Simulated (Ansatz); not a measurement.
Basis sets compared for Si₂₀H₂₆. Charge 0, multiplicity 1. Geometry PBE-D4/def2-SVP. Ansatz on 2 threads of AMD EPYC 7R13 on a shared host and a share (18 GiB) of an NVIDIA H100 80GB HBM3; times are rough, and most runs start from earlier orbitals.

Cartesian coordinates in Å:
```
Si -2.354 -1.717 3.291
Si 3.983 -0.090 1.901
Si 2.879 -0.389 -2.301
Si -3.185 -2.096 -0.210
Si -0.677 -1.326 -2.989
Si 0.406 -1.094 0.686
Si -1.193 1.748 2.729
Si 1.697 2.487 0.110
Si -1.972 1.508 -0.787
Si 0.533 2.328 -3.514
Si 2.088 -1.430 2.295
Si -1.403 -2.487 1.279
Si -3.133 0.403 2.595
Si 1.098 -1.693 -1.480
Si 3.360 2.175 1.744
Si 2.350 1.895 -2.072
Si -2.588 -2.579 -2.431
Si -3.615 0.178 0.264
Si -1.295 0.944 -2.962
Si -0.168 1.187 0.689
H -3.474 -2.630 3.723
H -1.363 -1.589 4.419
H 4.981 -0.267 3.019
H 4.644 -0.522 0.618
H 3.024 -0.682 -3.776
H 4.188 -0.723 -1.635
H -4.380 -2.922 0.210
H -0.205 -1.689 -4.379
H -0.360 1.403 3.937
H -1.494 3.226 2.744
H 1.262 3.935 0.098
H -2.372 2.966 -0.728
H 0.954 2.072 -4.941
H 0.125 3.777 -3.396
H 2.475 -2.888 2.326
H 1.519 -1.067 3.645
H -0.934 -3.922 1.305
H 1.471 -3.157 -1.498
H 4.569 3.028 1.450
H 2.792 2.604 3.076
H 3.535 2.730 -2.500
H -2.307 -4.057 -2.553
H -3.714 -2.234 -3.375
H -5.026 0.587 -0.078
H -4.301 0.917 3.399
H -2.422 1.154 -3.948
```

Single mean-field runs in def2-SVP, def2-TZVP are fitted with def2-universal-jkfit.

Binding counts from free atoms (Si triplet, H doublet) in the same basis, without a counterpoise term.

| level | functions | energy (Eh) | HOMO (eV) | LUMO (eV) | binding per atom (eV) | wall time |
| --- | --- | --- | --- | --- | --- | --- |
| HF/STO-3G | 206 | -5727.7372 | -6.17 | 8.38 | 3.72 | 7 s |
| HF/6-31G | 312 | -5792.9401 | -9.06 | 1.72 | 2.02 | 7.5 s |
| PBE-D4/def2-SVP | 490 | -5801.0444 | -6.18 | -2.25 | 3.31 | 7 s |
| PBE0-D4/def2-SVP (with forces) | 490 | -5801.6378 | -7.14 | -1.60 | 3.31 | 14 s |

Estimate the rows for PBE-D4/def2-TZVP, PBE0-D4/def2-TZVP.


```
            level  functions  energy (Eh)  HOMO (eV)  LUMO (eV)  binding per atom (eV)  wall time
 PBE-D4/def2-TZVP        896   -5803.0367      -6.16      -2.39                   3.31       12 s
PBE0-D4/def2-TZVP        896   -5803.6088      -7.08      -1.70                   3.31       14 s
```
